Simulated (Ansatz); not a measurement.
Saddle point of Si$_{2}$NH$_{8}$F, singlet (Si₂NH₇ ([NH2][SiH2][SiH3]) + HF → SiNH₄F ([NH2][SiH2][F]) + SiH₄; bonds formed: Si1–F7, Si2–H6; bonds broken: Si1–Si2, H6–F7), PBE0-D4/def2-TZVP structure:

| atom | x (Å) | y (Å) | z (Å) |
| --- | --- | --- | --- |
| Si1 | -0.6920 | 0.2462 | -0.4918 |
| Si2 | 0.7184 | -1.3594 | 0.9434 |
| H3 | -0.2976 | -0.8408 | -1.4544 |
| H4 | -2.1300 | 0.0218 | -0.2391 |
| N5 | -0.0834 | 1.6104 | -1.2835 |
| H6 | -0.0882 | 0.2643 | 1.2136 |
| F7 | -0.6557 | 1.2969 | 1.2028 |
| H8 | 1.1133 | -1.3759 | 2.3827 |
| H9 | -0.1312 | -2.5463 | 0.6696 |
| H10 | 1.9469 | -1.3906 | 0.1117 |
| H11 | 0.3478 | 1.5497 | -2.1884 |
| H12 | -0.0481 | 2.5236 | -0.8666 |

Energies are electronic, without zero-point energy. Barriers and step energies count from the start structure reached by relaxing down the imaginary mode; all methods use the PBE0-D4 structures, on which another method's saddle can fall below an end. Computed with Ansatz 0.2.0 (basis: def2-TZVPP, with def2-QZVPP for the basis limit); correlated methods freeze the cores. B3LYP uses VWN-RPA correlation. Extrapolation: Hartree–Fock as exp(−7.88 √X), correlation as X^−2.97.

```tsv
method	barrier (kcal/mol)	step energy (kcal/mol)
SPW92	18.24	-29.11
PBE-D4	24.96	-30.07
BLYP-D4	28.18	-35.45
r2SCAN-D4	26.32	-35.74
B97M-V	30.04	-36.30
PBE0-D4	?	-32.20
B3LYP-D4	31.38	-36.90
r2SCAN0-D4	30.01	-36.36
BHLYP-D4	36.24	-39.74
CAM-B3LYP-D4	31.44	-39.05
wB97X-V	?	-37.15
wB97M-V	29.87	-38.25
B2PLYP	32.20	-38.63
PBE-QIDH	32.06	-35.75
RPA on PBE	?	-38.15
HF	47.81	-45.76
MP2	31.95	-38.57
CCSD	36.37	-38.46
CCSD(T)	33.76	-37.27
```

Q: Fill in the withheld barriers. (Judge from chemistry; the value comes from the calculation.)

A: By the calculation: RPA on PBE 32.81; PBE0-D4 29.49; wB97X-V 31.39 kcal/mol. Each is the energy of the saddle less that of the start structure, by the same method.

For comparison, the barrier by CCSD(T) at an estimated basis limit (MP2 extrapolated from triple and quadruple zeta, plus CCSD(T) − MP2 in triple zeta) is 33.07 kcal/mol.

The T1 diagnostic stays at or below 0.014.

Labels in which every atom is bracketed show which atoms are joined, not bond orders.

For scale, one of the runs: CCSD(T)/def2-TZVPP, 258 basis functions, launched by `ansatz run in.yaml --threads 4 --pin off --events-out ev --progress --plain --max-ram 9574MiB`. The run took 2.2 min on 4 CPU threads of an Arm Neoverse V2 (shared host), with 5.7 GiB of host memory at its peak.
